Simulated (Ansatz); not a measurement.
C$_{5}$H$_{4}$N (SMILES [c-]1cccnc1), charge -1, singlet, geometry from GFN2-xTB (a gas-phase anion, which may not be bound at this level). Base run: SVWN5/STO-3G in Ansatz (a quantum-chemistry and plane-wave program).

Here is a job for Ansatz.
Ansatz 0.2 input:
```yaml
crystal:
  periodic: [false, false, false]
  atoms:
    - {symbol: N, position_ang: [-0.01597523, -0.02962172, 1.38373483]}
    - {symbol: C, position_ang: [0.01557545, -0.06582818, -1.36989980]}
    - {symbol: C, position_ang: [-0.00521036, 1.10543325, 0.69612625]}
    - {symbol: C, position_ang: [-0.01054599, -1.15662589, 0.66382466]}
    - {symbol: C, position_ang: [0.00511221, -1.33380566, -0.73772362]}
    - {symbol: C, position_ang: [0.01077742, 1.14303371, -0.68694833]}
    - {symbol: H, position_ang: [0.02830252, -0.02508551, -2.46852276]}
    - {symbol: H, position_ang: [-0.00972220, 2.02524692, 1.29071120]}
    - {symbol: H, position_ang: [-0.02017221, -2.05150868, 1.30507188]}
    - {symbol: H, position_ang: [0.01916619, 2.10545597, -1.20567905]}
basis:
  gaussian:
    orbitals: STO-3G
hamiltonian:
  xc: {name: SVWN5}
total_charge: -1
```

The base run was repeated with changes; each row names its change, and settings that it needs were set with it.

```json
[
 {"change": "base", "basis functions": "34", "E (Eh)": "-242.18256"},
 {"change": "basis = pcseg-0", "basis functions": "62", "E (Eh)": "-244.80534"},
 {"change": "basis = 6-31G*", "basis functions": "98", "E (Eh)": "-245.40819"},
 {"change": "basis = def2-SVP", "basis functions": "104", "E (Eh)": "-245.24173"},
 {"change": "basis = cc-pVDZ", "basis functions": "104", "E (Eh)": "-245.42358"},
 {"change": "basis = 6-31G**", "basis functions": "110", "E (Eh)": "-245.41345"},
 {"change": "basis = 6-311G**", "basis functions": "132", "E (Eh)": "-245.48413"},
 {"change": "basis = aug-cc-pVDZ", "basis functions": "174", "E (Eh)": "-245.45846"},
 {"change": "basis = 6-311+G(2d,p)", "basis functions": "186", "E (Eh)": "-245.50998"},
 {"change": "basis = def2-TZVP", "basis functions": "210", "E (Eh)": "-245.52591"},
 {"change": "basis = pcseg-2", "basis functions": "236", "E (Eh)": "-245.52559"},
 {"change": "basis = def2-TZVPP", "basis functions": "242", "E (Eh)": "-245.52777"},
 {"change": "basis = def2-TZVPD", "basis functions": "258", "E (Eh)": "-245.53145"}
]
```

Totals compare only among sets that treat the same electrons; sets with core potentials leave the core out.

A gas-phase anion may not be bound at this level; its values then depend on the basis.
